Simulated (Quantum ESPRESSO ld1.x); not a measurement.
Values are calculated unless marked as measured or tabulated.
Species: Tb XXVI. Configuration: [Kr] 4d4.

Code: ld1.x of Quantum ESPRESSO 7.5. Model: scalar-relativistic Kohn-Sham, PBE, spin-unpolarised, spherical densities, point nucleus.

Energy parts (eV):
part                     energy
total                 -310865.6
kinetic                335245.8
electron-nucleus      -726468.9
Hartree                 86485.4
exchange-correlation    -6127.9

Orbitals (lengths in bohr, moments of r in powers of bohr; r(max) is where P^2 peaks):
orbital  occ.  eigenvalue (eV)   r(max)
1s          2         -52667.3  0.01364
2s          2         -9403.92  0.07749
2p          6         -8445.80  0.06280
3s          2         -2695.70   0.2192
3p          6         -2400.08   0.2151
3d         10         -2018.99   0.1756
4s          2         -1090.03   0.4861
4p          6         -984.251   0.5010
4d          4         -841.806   0.5028
5s          0         -579.655   0.9169
5p          0         -534.776   0.9583

The highest occupied level is 4d at -841.81 eV. For comparison, the ionisation energy in NIST's Atomic Spectra Database is 866 eV (theoretical). In exact Kohn-Sham theory the highest level is minus the ionisation energy, but local and semilocal functionals leave it too shallow, through self-interaction and a potential that decays too fast; potentials with the right tail come closer. Summed over all electrons, <r^2> = 4.820 bohr^2, which gives a Langevin (diamagnetic) susceptibility term of -3.82 x 10^-6 cm^3/mol.

Beside tabulated values, note that spin-unpolarised runs miss the spin-polarisation part of the exchange energy of open shells.
